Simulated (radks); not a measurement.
Species: Tm IV. Configuration: [Xe] 4f11 7f1 (not the ground configuration). All-electron calculation, scalar-relativistic Kohn-Sham, r2SCAN, spin-polarised, spherical densities, finite nucleus; open shells are filled with parallel spins first (spin-orbit coupling, left out, can overturn this in heavy ions); meta-GGA in the generalised Kohn-Sham scheme; Fermi nuclear charge, rms radius 5.2256 fm. Program: a radial shooting solver on a logarithmic mesh with Libxc functionals.

Radial electron density D(r) = 4 pi r^2 rho(r):

r (bohr),D(r) (e/bohr),spin D(r)
0.004025,41.29,0.000214
0.0048,50.26,0.000256
0.005678,59.50,0.000295
0.006716,68.93,0.000331
0.008009,78.27,0.000358
0.009474,85.78,0.000370
0.0113,91.18,0.000363
0.01336,93.26,0.000338
0.01581,92.18,0.000302
0.01885,88.48,0.000271
0.0223,84.42,0.000274
0.02659,82.54,0.000330
0.03145,85.69,0.000418
0.03721,94.70,0.000452
0.04437,108.4,0.000254
0.05249,120.2,-0.000278
0.06259,124.8,-0.000800
0.07404,118.7,0.000630
0.08828,105.4,0.00989
0.1044,95.62,0.0382
0.1235,96.59,0.108
0.1473,106.8,0.266
0.1743,112.3,0.547
0.2078,100.8,1.04
0.2458,76.79,1.72
0.2908,56.51,2.58
0.3467,52.46,3.55
0.4102,59.63,4.26
0.4891,61.99,4.52
0.5786,52.28,4.22
0.6899,36.25,3.48
0.8161,24.05,2.62
0.9654,17.29,1.76
1.151,13.22,1.01
1.362,9.576,0.487
1.624,5.661,0.180
1.921,2.713,0.0664
2.272,1.012,0.0452
2.71,0.2832,0.0437
3.205,0.07116,0.0274
3.822,0.008280,0.00354
4.521,0.006804,0.00645
5.348,0.04506,0.0450
6.378,0.06720,0.0672
7.544,0.02580,0.0258
8.996,0.003859,0.00386
10.64,0.07888,0.0789
12.69,0.1412,0.141
15.01,0.09041,0.0904
17.76,0.02313,0.0231
21.17,0.002051,0.00205

D(r) has 6 maxima, at r = 0.0137, 0.0616, 0.171, 0.462, 6.18, 12.6 bohr, and minima at 0.0262, 0.112, 0.330, 4.17 bohr, inside which lie 1.91, 11.13, 29.65, 65.08 electrons.
